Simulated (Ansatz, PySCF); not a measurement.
Species: sum formula SiN$_{3}$H$_{6}$Br (charge 0, singlet). SMILES: N[Si](N)(N)Br
Geometry from a B3LYP-D3(BJ)/def2-TZVP (Ansatz, a quantum-chemistry and plane-wave program) optimisation:
```
Si
N 1 1.7001
H 2 1.0073 1 120.09
H 2 1.0073 3 112.21 1 -149.59
N 1 1.7074 2 105.41 3 172.51
H 5 1.0062 1 121.10 2 154.49
H 5 1.0078 6 112.49 1 -153.83
N 1 1.7074 2 105.41 3 40.28
H 8 1.0062 1 121.10 2 -154.49
H 8 1.0078 9 112.49 1 153.83
Br 1 2.2645 2 118.19 3 -73.60
```
Charge 0, spin multiplicity 1.

Wanted: atomisation energy (electronic, to ground-state atoms), in kJ/mol. Correlated levels leave the core frozen unless marked. Open shells are spin-unrestricted. No spin-orbit coupling. Frozen are the shells of the preceding noble gas and the d and f shells that filled before the atom's block. No relativistic terms. The coupled-cluster limit lacks core correlation, which all-electron functionals hold. CBS marks a two-point X^-3 extrapolation of the correlation energy; Hartree-Fock from the larger set. The bracket is a focal-point correction in the basis named.

```
level                          program  atomisation energy (kJ/mol)
----------------------  --------------  ---------------------------
BLYP-D3(BJ)/def2-TZVPD  Ansatz + dftd3                       3874.8
PBE0/6-31G*                     Ansatz                       3710.8
PBE0-D3(BJ)/def2-TZVP   Ansatz + dftd3                       3839.8
PBE0-D4/def2-TZVPD      Ansatz + dftd4                       3846.8
BHLYP-D4/def2-TZVPD     Ansatz + dftd4                       3745.3
TPSSh-D4/def2-TZVPD      PySCF + dftd4                       3856.1
HSE06-D4/def2-TZVPD     Ansatz + dftd4                       3849.9
```

Q: Estimate the value at RI-MP2/CBS(def2-TZVPPD,def2-QZVPPD)+[CCSD(T)-MP2]/def2-TZVPPD as computed with Ansatz.

A: 3865.3 kJ/mol
